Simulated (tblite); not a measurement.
Start geometry of `[CH](NCCC)CN` [radical] from a force field or distance geometry (Å):
```
atom  x, y, z in Å
C1    -3.0996    0.1690   -0.8561
C2    -1.8261    0.6474   -0.1778
C3    -1.0185   -0.6131    0.1707
N4     0.2093   -0.2869    0.8112
C5     1.1755    0.3736   -0.0171
C6     2.4729   -0.3529    0.1477
N7     3.5722    0.1720   -0.6310
H8    -2.8279   -0.4011   -1.7369
H9    -3.6501   -0.4864   -0.1385
H10   -3.7331    1.0174   -1.1487
H11   -2.1152    1.1897    0.7405
H12   -1.2010    1.2736   -0.8502
H13   -0.9320   -1.1983   -0.7612
H14   -1.6570   -1.1569    0.9207
H15    0.6494   -1.1167    1.2602
H16    1.2086    1.4457    0.3019
H17    2.6935   -0.4806    1.2313
H18    2.3018   -1.3985   -0.2390
H19    4.4281    0.3892   -0.0751
H20    3.3443    0.8244   -1.3654
```

Question: What comes out of this run: GFN2-xTB geometry optimisation, gas phase (tblite)?

Answer: 
```
atom  x, y, z in Å
C1    -3.302    0.428   -0.506
C2    -1.887    0.756   -0.047
C3    -0.945   -0.432   -0.236
N4     0.392   -0.093    0.191
C5     1.460   -0.902   -0.195
C6     2.790   -0.645    0.411
N7     3.512    0.524   -0.130
H8    -3.309    0.163   -1.561
H9    -3.702   -0.410    0.060
H10   -3.957    1.284   -0.363
H11   -1.902    1.038    1.009
H12   -1.501    1.606   -0.613
H13   -0.897   -0.704   -1.294
H14   -1.342   -1.303    0.313
H15    0.443    0.187    1.164
H16    1.409   -1.253   -1.215
H17    2.691   -0.473    1.488
H18    3.442   -1.510    0.257
H19    2.936    1.353   -0.020
H20    3.663    0.396   -1.126
```

The energy falls by 97.7 kJ/mol over 233 L-BFGS steps, the largest force on an atom goes from 2.43 to 0.008 eV/Å, and the atoms move by 1.058 Å rms after alignment. Among the bonds, N4–C5 and C5–H16 change most and about equally (-0.040 to -0.039 Å). Bonds longer at the end by more than 0.005 Å: 3 of 19; shorter: 14. Among the angles that change most is N4–C5–C6, from 107.3° to 118.2°. Among the dihedrals that turn most is H16–C5–C6–N7, from -62° to 70°. Rotational constants go from 7952, 932.8, 889.9 to 9144, 863.5, 830.6 MHz. The orientation of the end geometry is arbitrary; only internal coordinates are fixed.

Its GFN2-xTB frequencies are all real (lowest 46 cm⁻¹).

One conformer stands for the species.

These are computed values.
